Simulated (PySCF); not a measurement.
**Relaxation of singlet NbNI₂**

These are results of PBE0/[Nb def2-TZVP with ECP28, N def2-TZVP, I def2-TZVP with ECP28], scalar-relativistic core potentials, density fitting, no spin–orbit coupling, PySCF, not measurements. A (50,194) grid was used.

A hand-made T-shaped (ligand arrangement 2) start, of C2v symmetry, held to at least that symmetry:

Coordinates in bohr (charge 0 multiplicity 1):
```
Nb    0.0000    0.0000   -0.2656
N     0.0000    0.0000    3.2304
I     5.2880    0.0000   -0.0810
I    -5.2880    0.0000   -0.0810
```

Question: What forces act on the atoms at the start (eV/Å)?

Answer: 
```tsv
atom	Fx	Fy	Fz
Nb1	0.00	0.00	9.56
N2	0.00	0.00	-8.00
I3	-0.79	0.00	-0.78
I4	0.79	0.00	-0.78
```

Question: What does it relax to?

Answer: It ends at C2v with Nb–I 2.681 Å (×2), Nb–N 1.638 Å; I–Nb–I 138.3°, I–Nb–N 110.8° (×2) (after a last refinement on a finer grid). A frequency run shows 1 imaginary mode, down to 62i cm⁻¹, so it is a saddle point.

Question: How much energy is released, and in how many steps?

Answer: 185.6 kJ/mol in 7 steps.

Stability towards spin polarisation was not tested.

The relaxation took roughly 11 core-minutes on a shared host.
